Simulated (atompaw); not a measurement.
**Reading a pseudo-wave (C (Z = 6))**

Columns: radius, all-electron u(r) and pseudo u(r) of the 2s shell (level -13.65 eV) of carbon in the configuration [He] 2s2 2p2; PBEsol, scalar-relativistic, PAW (atompaw) scheme, atompaw 4.2.0.5.

```
r (bohr)  all-electron  pseudo
   0.075       -0.2927  0.0938
   0.150       -0.3483  0.1862
   0.225       -0.2805  0.2758
   0.300       -0.1539  0.3613
   0.375       -0.0053  0.4415
   0.450        0.1447  0.5155
   0.525        0.2846  0.5824
   0.600        0.4090  0.6416
   0.675        0.5158  0.6927
   0.750        0.6045  0.7355
   0.825        0.6755  0.7700
   0.900        0.7301  0.7964
   0.975        0.7700  0.8151
   1.050        0.7967  0.8264
   1.125        0.8123  0.8309
   1.200        0.8182  0.8293
   1.275        0.8161  0.8223
   1.350        0.8074  0.8106
   1.425        0.7933  0.7947
   1.500        0.7750  0.7754
   1.575        0.7532  0.7533
   1.650        0.7290  0.7289
   1.725        0.7028  0.7028
   1.800        0.6754  0.6754
   1.875        0.6472  0.6472
   1.950        0.6185  0.6185
```

Task: How many radial nodes do the two functions have?

Result: The all-electron 2s function has n − l − 1 = 1; the pseudo-wave has 0, since the states of the same l below it are removed with the core.

Task: Is the pseudo-wave norm-conserving?

Result: No, it belongs to a PAW set: the norm inside the radius is not constrained, and the difference is carried by the augmentation charge.
